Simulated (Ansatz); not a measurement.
The pair A = HCl (SMILES Cl) (first 2 atoms), B = CH4 (SMILES C); geometry from B3LYP-D3(BJ)/def2-TZVP.
(charge 0, multiplicity 1):
```xyz
7

Cl    -0.41273    -0.34685    -0.48214
H     -0.29104    -0.24311     0.79110
C     -0.04372    -0.02852     3.28725
H     -0.97408     0.44722     2.97715
H      0.05743     0.06263     4.36753
H     -0.05917    -1.08530     3.02074
H      0.80317     0.46345     2.80903
```

Correlated levels freeze the cores. MP2 and its Hartree–Fock in aug-cc-pV(Q+d)Z are density fitted.

The values were computed with Ansatz (a quantum-chemistry and plane-wave program) with Gaussian orbitals. 

The counterpoise-corrected interaction energy is E(AB) − E(A in the pair's basis) − E(B in the pair's basis). Total energies (hartree):

```tsv
level	AB	A in the pair's basis	B in the pair's basis
HF/aug-cc-pV(T+d)Z	-500.3215069	-460.1085406	-40.2135320
MP2/aug-cc-pV(T+d)Z	-500.7334929	-460.3170048	-40.4145392
HF/aug-cc-pV(Q+d)Z	-500.3274323	-460.1118483	-40.2161569
MP2/aug-cc-pV(Q+d)Z	-500.7666762	-460.3372969	-40.4273302
CCSD(T)/aug-cc-pV(T+d)Z	-500.7888673	-460.3460656	-40.4410284
```

Work out the counterpoise-corrected interaction energy at the basis-set limit: extrapolate the MP2 correlation part as X⁻³, take Hartree–Fock from the larger set, and add the CCSD(T) − MP2 difference of aug-cc-pV(T+d)Z.


1. Differences (1 hartree = 627.509 kcal/mol): HF/aug-cc-pV(T+d)Z 0.355; MP2/aug-cc-pV(T+d)Z -1.223; HF/aug-cc-pV(Q+d)Z 0.359; MP2/aug-cc-pV(Q+d)Z -1.286; CCSD(T)/aug-cc-pV(T+d)Z -1.113.
2. Correlation parts, MP2 less HF: -1.578 in aug-cc-pV(T+d)Z (X = 3), -1.645 in aug-cc-pV(Q+d)Z (X = 4).
3. Limit (4³·(-1.645) − 3³·(-1.578))/(4³ − 3³) = -1.694; with HF/aug-cc-pV(Q+d)Z it gives -1.335.
4. CCSD(T) less MP2 in aug-cc-pV(T+d)Z: 0.110.
Result: -1.22 kcal/mol, against -1.22 at MP2/aug-cc-pV(T+d)Z. It is an estimate of this method's limit, not of the exact value.
